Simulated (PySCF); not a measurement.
Ga(H)(Br)(NH2) (BrGaH3N), SMILES [NH2][GaH][Br].

Geometry: TPSSh-D3(BJ)/def2-SVP. One conformer was computed; it need not be the lowest.

Two levels are set side by side: TDA-PBE/def2-SVPD (PySCF) and TDA-ωB97X/def2-SVPD (PySCF). Vertical, same geometry. The lowest singlet is HOMO−1→LUMO 98 % with PBE and HOMO−1→LUMO 93 % with the other functional; states are paired by order. Differences are taken from unrounded values.

| quantity | TDA-ωB97X |
|---|---|
| lowest singlet excitation (eV) | 6.43 |
| lowest triplet excitation (TDA) (eV) | 5.48 |
| first bright state (f over 0.05) (eV) | 6.53 |
| its oscillator strength | 0.09 |

Q: What does TDA-PBE give, and how far is it from TDA-ωB97X? (Estimate from the structure and the level; the computed values follow.)

A: 
```
quantity                               TDA-PBE  TDA-PBE minus TDA-ωB97X
-------------------------------------  -------  -----------------------
lowest singlet excitation (eV)            5.26                    -1.17
lowest triplet excitation (TDA) (eV)      4.40                    -1.08
first bright state (f over 0.05) (eV)     5.48                    -1.05
its oscillator strength                   0.06                    -0.02
```

A lower first singlet is the usual sign of a functional without exact exchange. Differences between two approximate levels are no errors against the true value.

Rough cost on one machine, each run with all the roots and properties that it gave: TDA-ωB97X against TDA-PBE about 4 times.
